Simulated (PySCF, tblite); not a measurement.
Isomers of C7H9N2 (doublet state). Computed with GFN2-xTB (tblite): harmonic, unscaled wavenumbers at the GFN2-xTB geometry, gas phase. The method is semi-empirical: single wavenumbers can be off by several per cent or more. One conformer each. Open shells enter through the occupations alone, without spin polarisation, and single modes of such species can be off by tens of per cent.

Electronic energies: B3LYP/pcH-1 single points on the GFN2-xTB geometries (PySCF, gas phase).

```
            SMILES  electronic energy, lowest = 0 (kJ/mol)
  CNc1ccc([NH])cc1                                     0.0
C=C[CH]Cc1ncc[nH]1                                    49.3
    [NH]c1ccccc1CN                                    12.6
```

Problem. How do GFN2-xTB zero-point energies change the relative energies?

Solution. 
| SMILES | ZPE (kJ/mol) | of it from modes above 1550 cm⁻¹ | electronic (kJ/mol) | with ZPE, lowest = 0 (kJ/mol) | lowest mode (cm⁻¹) | rings |
| --- | --- | --- | --- | --- | --- | --- |
| CNc1ccc([NH])cc1 | 378.6 | 177.3 | 0.0 | 0.0 | 72 | 1 |
| [NH]c1ccccc1CN | 380.7 | 178.8 | 12.6 | 14.8 | 54 | 1 |
| C=C[CH]Cc1ncc[nH]1 | 376.2 | 177.5 | 49.3 | 46.9 | 25 | 1 |

The zero-point energies span 4.5 kJ/mol, from `C=C[CH]Cc1ncc[nH]1` to `[NH]c1ccccc1CN`. The order is unchanged.

Problem. And how do the electronic energies of GFN2-xTB itself compare?

Solution. `CNc1ccc([NH])cc1` 0.0; `[NH]c1ccccc1CN` 51.3; `C=C[CH]Cc1ncc[nH]1` 30.6 kJ/mol, lowest = 0. Against the energies above, taken from the same isomer `CNc1ccc([NH])cc1`, the largest difference is 38.7 kJ/mol.
